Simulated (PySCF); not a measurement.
Deuteron quadrupole couplings in `Pc1ccccc1`

Compound: C6H7P.
Cartesian coordinates in Å at the PBE0-D3(BJ)/def2-TZVP level; atoms count from 1:
```xyz
14
C6H7P angstrom
P      2.6049   -0.2366    0.6090
C      0.8252   -0.0807    0.2223
C      0.1051   -1.1445   -0.3155
C     -1.2643   -1.0422   -0.5121
C     -1.9332    0.1243   -0.1754
C     -1.2244    1.1877    0.3655
C      0.1418    1.0837    0.5699
H      3.0491    0.9165   -0.0902
H      2.9421   -1.1166   -0.4513
H      0.6169   -2.0605   -0.5909
H     -1.8084   -1.8786   -0.9362
H     -3.0022    0.2057   -0.3332
H     -1.7386    2.1042    0.6314
H      0.6824    1.9203    1.0011
```

Level: PBE0/pcSseg-2 (PySCF, non-relativistic); Q(2H) = 0.00286 b; rigid geometry, the same for H and D, with no vibrational averaging.

Q: Give the electric field gradient Vzz (the principal value of largest size), its asymmetry and the 2H coupling at each hydrogen.

A: 
```tsv
atom	bonded to	bond length (Å)	Vzz (au)	η	χzz (kHz)
H8	P1	1.420	0.1722	0.10	116
H9	P1	1.419	0.1728	0.10	116
H10	C3	1.085	0.2929	0.08	197
H11	C4	1.084	0.2950	0.06	198
H12	C5	1.084	0.2962	0.06	199
H13	C6	1.084	0.2952	0.06	198
H14	C7	1.085	0.2920	0.08	196
```

Q: Average by the element that carries the hydrogen.

A: on P: 116 kHz over 2 positions, mean bond length 1.419 Å; on C: 198 kHz over 5 positions, mean bond length 1.084 Å.

Q: Give the 2H NMR doublet splittings at H9 for a magnetic field along the z, y and x axes of the gradient: 3χ/2, 3χ(1 + η)/4, 3χ(1 − η)/4.

A: With |χ| = 116.1 kHz and η = 0.105: 174, 96 and 78 kHz, to first order and without motion.

Isolated species at its PBE0-D3(BJ)/def2-TZVP geometry (one conformer only).
